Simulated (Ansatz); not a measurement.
A made-up structure of Si₂H₃O₂ (charge +1), singlet:

| atom | x (Å) | y (Å) | z (Å) |
| --- | --- | --- | --- |
| O1 | -0.8710 | -0.6550 | -0.0515 |
| Si2 | 0.7152 | -0.3345 | 0.1603 |
| O3 | 1.5976 | -1.6051 | 0.4738 |
| Si4 | -1.0701 | 0.9972 | -0.3068 |
| H5 | 2.5489 | -1.6265 | 0.6294 |
| H6 | 2.1258 | -0.2241 | 0.0405 |
| H7 | -1.2604 | 1.4442 | -1.6946 |

It is relaxed with PBE-D4/def2-SVP and then PBE0-D4/def2-TZVP (Ansatz 0.2.0). Atoms count as bonded within 1.22 times the sum of their covalent radii (H–H: 0.88 Å). The end point is not checked to be a true minimum.

(1) Does its bonding change? (Judge from chemistry; the calculation decides.)

Answers

(1) By the calculation: No: no bond forms or breaks.

Where it ends: The first stage lowers the energy by 3.96 eV in 18 steps. It ends as Si₂H₃O₂ ([OH][SiH]1[O][SiH]1), total charge +1:
```json
{"atom": "O1", "x (Å)": "-0.0373", "y (Å)": "-0.3235", "z (Å)": "-1.2356"}
{"atom": "Si2", "x (Å)": "1.1822", "y (Å)": "-0.3567", "z (Å)": "-0.1091"}
{"atom": "O3", "x (Å)": "1.1734", "y (Å)": "-1.6489", "z (Å)": "0.8034"}
{"atom": "Si4", "x (Å)": "-0.7781", "y (Å)": "0.8148", "z (Å)": "-0.2872"}
{"atom": "H5", "x (Å)": "1.9065", "y (Å)": "-1.9822", "z (Å)": "1.3311"}
{"atom": "H6", "x (Å)": "2.4546", "y (Å)": "0.3009", "z (Å)": "-0.4238"}
{"atom": "H7", "x (Å)": "-2.1152", "y (Å)": "1.1917", "z (Å)": "-0.8276"}
```

Labels in which every atom is bracketed show which atoms are joined, not bond orders.

For scale, one of the runs: PBE0-D4/def2-TZVP relaxation, 154 basis functions, launched by `ansatz run in.yaml --threads 2 --pin off --events-out ev --progress --plain --max-ram 4352MiB`. The run took about 33 s on 2 CPU threads of an Arm Neoverse V2 (shared host).
